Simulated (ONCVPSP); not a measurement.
**molybdenum, ONCV: configuration errors across variants**

ONCVPSP 4.0.1 input, shortened (lines: element, Z, core and valence counts, functional; n l f; lmax; l rc ep ncon nbas qcut; lloc lpopt rc5 dvloc0; l nproj debl; icmod fcfact rcfact), LDA (Perdew-Zunger), scalar-relativistic:

```
  Mo 42.00    6    5        3      upf
    1    0    2.00
    2    0    2.00
    2    1    6.00
    3    0    2.00
    3    1    6.00
    3    2   10.00
    4    0    2.00
    4    1    6.00
    4    2    5.00
    5    0    0.50
    5    1    0.50
    2
    0    1.55    0.00    4    7    7.20
    1    2.25    0.00    3    7    5.80
    2    2.15    0.00    3    7    6.00
    4    5    1.00    0.00
    0    2    2.80
    1    2    3.30
    2    2    1.80
    1    0.55    0.00
```

All-electron excitation energies from the reference (eV): (1) 4s2 4p6 4d5 5s1 5p0 -1.599; (2) 4s2 4p6 4d5 5s0 5p0 5.587; (3) 4s1 4p6 4d5 5s1 5p0 68.707.

1 further variants failed, have other tests or too few solved ones, and are left out.

A true bound ghost makes a file unfit for plane-wave use even where its test errors are small: the radial tests pick states by their node count and pass the ghost by.

Errors AE − PS in meV (a dash: test not solved or not reliable):

| change | (1) | (2) | (3) | bound ghosts | GHOST(+) flags above zero |
| --- | --- | --- | --- | --- | --- |
| base | +0.2 | -1.8 | -144 | none | s |
| s: qcut 4.6; p: qcut 3.7; d: qcut 3.8 | +0.2 | -13 | -517 | none | s, p |
| s: qcut 5.8; p: qcut 4.7; d: qcut 4.8 | +0.2 | -5.3 | -286 | none | s, d |
| s: qcut 6.4; p: qcut 5.2; d: qcut 5.4 | +0.2 | -3.1 | -241 | p | s, d |
| s: qcut 7.4; p: qcut 5.9; d: qcut 6.1 | +0.3 | -1.7 | -134 | none | s |
| s: qcut 7.8; p: qcut 6.3; d: qcut 6.5 | +0.2 | -1.4 | -107 | none | s |
| s: qcut 8.6; p: qcut 6.9; d: qcut 7.2 | +0.3 | -1.0 | -73 | none | s |
| s: qcut 9.2; p: qcut 7.4; d: qcut 7.7 | +0.2 | -1.0 | -57 | none | s |
| s: qcut 9.6; p: qcut 7.8; d: qcut 8 | +0.2 | -1.0 | -48 | none | s, d |

Task: Give the same row for: s: qcut 5.4; p: qcut 4.4; d: qcut 4.5.

Result: +0.2, -7.1, -348; bound ghosts: none; GHOST(+) flags above zero: s, p, d.
